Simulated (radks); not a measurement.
Excited configurations of the rhenium ion Re2+: one electron is placed in a higher orbital outside [Xe] 4f14 5d4. The ground configuration is [Xe] 4f14 5d5. All-electron calculation, scalar-relativistic Kohn-Sham, BLYP, spin-unpolarised, spherical densities, point nucleus. Program: a radial shooting solver on a logarithmic mesh with Libxc functionals. Excitation = E - E(ground); binding = E(ion) - E, where the ion is the core of charge +3; n* = 3/sqrt(2 binding) in atomic units, and the quantum defect is n - n*.

5f: excitation (eV) 18.833; binding (eV) 8.233; n* 3.857; quantum defect 1.143; eigenvalue (eV) -6.251; <r> (bohr) 5.219
6s: excitation (eV) 1.642; binding (eV) 25.424; n* 2.195; quantum defect 3.805; eigenvalue (eV) -21.338; <r> (bohr) 2.654
6p: excitation (eV) 8.735; binding (eV) 18.331; n* 2.585; quantum defect 3.415; eigenvalue (eV) -15.036; <r> (bohr) 3.275
6f: excitation (eV) 21.461; binding (eV) 5.605; n* 4.674; quantum defect 1.326; eigenvalue (eV) -4.541; <r> (bohr) 9.110
7s: excitation (eV) 15.463; binding (eV) 11.603; n* 3.249; quantum defect 3.751; eigenvalue (eV) -9.885; <r> (bohr) 5.434
7p: excitation (eV) 17.646; binding (eV) 9.420; n* 3.605; quantum defect 3.395; eigenvalue (eV) -7.989; <r> (bohr) 6.431
7d: excitation (eV) 20.442; binding (eV) 6.624; n* 4.300; quantum defect 2.700; eigenvalue (eV) -5.516; <r> (bohr) 8.614
7f: excitation (eV) 23.088; binding (eV) 3.977; n* 5.549; quantum defect 1.451; eigenvalue (eV) -3.321; <r> (bohr) 13.90

The Delta-SCF ionisation energy is 27.066 eV (NIST Atomic Spectra Database: 27 eV, theoretical). Self-interaction in the functional shifts the binding energies and quantum defects, so they are the method's values and not measured ones. Spin polarisation and multiplet splitting are left out, so open shells lie too high by an amount that depends on their filling. Spin-orbit splitting is averaged out at the scalar-relativistic level.

Beside tabulated values, note that spin-unpolarised runs miss the spin-polarisation part of the exchange energy of open shells.
